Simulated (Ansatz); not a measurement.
Gas-phase electronic energies from Ansatz, PBE0-D4/def2-TZVP geometries. CCSD(T)/CBS adds triple-zeta CCSD(T) − MP2 to the extrapolated MP2 energy (def2 sets, frozen cores). Functionals use def2-TZVPP. HSE06 is defined as in plane-wave codes. For Ga outer-core shells are correlated without core-valence functions, which leaves a few kJ/mol of doubt a bond. Scalar relativity is left out up to krypton. One conformer a species, not always the lowest.

`B[SiH2]CF` + `[CH3][GaH][NH2]` → `N[SiH2]CF` + `[BH2][GaH][CH3]`  (redistribution)

`B[SiH2]CF`:

```xyz
10

B    -1.856   -0.117    0.158
Si   -0.053    0.153   -0.691
C     1.374   -0.058    0.541
F     2.607    0.131   -0.073
H    -2.842   -0.002   -0.509
H    -2.007   -0.395    1.312
H     0.011    1.521   -1.282
H     0.112   -0.832   -1.800
H     1.290    0.662    1.363
H     1.364   -1.062    0.982
```

`[CH3][GaH][NH2]`:

Z-matrix (Å, degrees):
```
C
Ga 1 1.962
H 1 1.093 2 110.5
H 1 1.093 2 110.4 3 118.4
H 1 1.091 2 111.7 3 -120.8
N 2 1.819 1 118.1 3 121.0
H 2 1.566 1 126.4 3 -59.0
H 6 1.006 2 124.0 1 -180.0
H 6 1.006 2 124.3 1 -0.0
```

`N[SiH2]CF`:

Z-matrix (Å, degrees):
```
Si
C 1 1.890
N 1 1.717 2 107.5
H 1 1.488 2 109.5 3 117.5
H 1 1.493 2 107.4 3 -125.3
F 2 1.398 1 109.1 3 59.0
H 2 1.095 1 111.5 3 -59.9
H 2 1.095 1 112.2 3 178.6
H 3 1.007 1 120.0 2 165.1
H 3 1.008 1 118.6 2 -53.5
```

`[BH2][GaH][CH3]`:

Z-matrix (Å, degrees):
```
C
Ga 1 1.976
H 1 1.090 2 113.6
H 1 1.094 2 109.1 3 121.3
H 1 1.093 2 109.6 3 -122.0
B 2 2.069 1 125.0 3 -3.3
H 2 1.583 1 115.1 3 176.9
H 6 1.199 2 122.4 1 -90.0
H 6 1.199 2 122.3 1 90.4
```

```csv
level,ΔE (kJ/mol),difference from CCSD(T)/CBS
revPBE-D4,0.5,-0.1
BLYP-D4,-1.1,-1.7
r2SCANh-D4,-1.9,-2.5
revPBE,2.2,1.6
HSE06,-0.5,-1.1
CAM-B3LYP,-2.5,-3.1
RPA@PBE/def2-TZVPP,1.4,0.8
MP2/def2-TZVPP,0.1,-0.5
CCSD/def2-TZVPP,-0.6,-1.2
MP2/def2-QZVPP,-0.2,-0.8
CCSD(T)/CBS,0.6,0
```

Largest T1 diagnostic among the species: 0.013.

From BLYP to BHLYP (50 % exact exchange), in def2-TZVPP and without D4, ΔE moves by −5.0 kJ/mol. In def2-TZVPP, CCSD(T) changes the Hartree–Fock value by +8.1 kJ/mol (the triples alone add +1.8 kJ/mol) and MP2 by +7.0 kJ/mol. At CCSD(T), def2-SVP lies +15.4 kJ/mol from the extrapolated value and def2-TZVPP +0.6 kJ/mol.
